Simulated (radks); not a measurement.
Question: The mean radii <r> (bohr) of the occupied orbitals of an atom or ion are listed with their occupations. All-electron calculation, non-relativistic Kohn-Sham, exchange-only LDA, spin-polarised, spherical densities, point nucleus. Program: a radial shooting solver on a logarithmic mesh with Libxc functionals.

| orbital | occ. | <r> |
|---|---|---|
| 1s | 2 | 0.03174 |
| 2s | 2 | 0.1375 |
| 2p | 6 | 0.1173 |
| 3s | 2 | 0.3719 |
| 3p | 6 | 0.3633 |
| 3d | 10 | 0.3349 |
| 4s | 2 | 0.9098 |
| 4p | 6 | 0.9740 |
| 4d | 10 | 1.282 |
| 5s | 2 | 3.066 |

Name the element and its charge. Open shells, if any, are filled with parallel spins first.

Answer: Z = 48, cadmium, charge 0: Cd in [Kr] 4d10 5s2. The 1s radius gives Z: for a bare nucleus <r> = 1.5/Z, 0.03125 bohr for Z = 48, and screening makes it slightly larger (0.03174 here). The occupations add up to 48, and the charge is Z minus that.
